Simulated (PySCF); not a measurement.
```xyz
4
charge -1 multiplicity 5, angstrom
Co    0.1000    0.0000   -0.0427
O    -0.3795    0.0000    1.5911
O     1.5113    0.0000   -0.9074
O    -1.5137    0.0000   -0.5555
```

Computed with UB3LYP in PySCF with Co def2-SVPD, O def2-SVPD; no relativity; density-fitted integrals.

This geometry of [CoO3]- is a stationary point at this level.

(1) What is the point group?

(2) Is it a minimum?

(3) What are the dipole moment and the gap between the highest occupied and lowest empty levels of either spin?

(4) Give the ideal-gas entropy at 298.15 K and 1 bar by parts.

Answers

(1) Cs.

(2) Yes: all harmonic wavenumbers are real.

(3) 0.23 D about the centre of mass and 2.78 eV.

(4) translation 167.1, rotation 103.5, vibration 37.3, spin 13.4; total 321.3 J/(mol K).

This need not be the most stable arrangement of these atoms. Open d and f shells are described by one determinant, and the ground state may have another occupation or spin. The lowest empty level of this anion is unbound, so it and the gap depend on the basis. At this level a triplet minimum of D3h symmetry lies 72 kJ/mol below this structure.
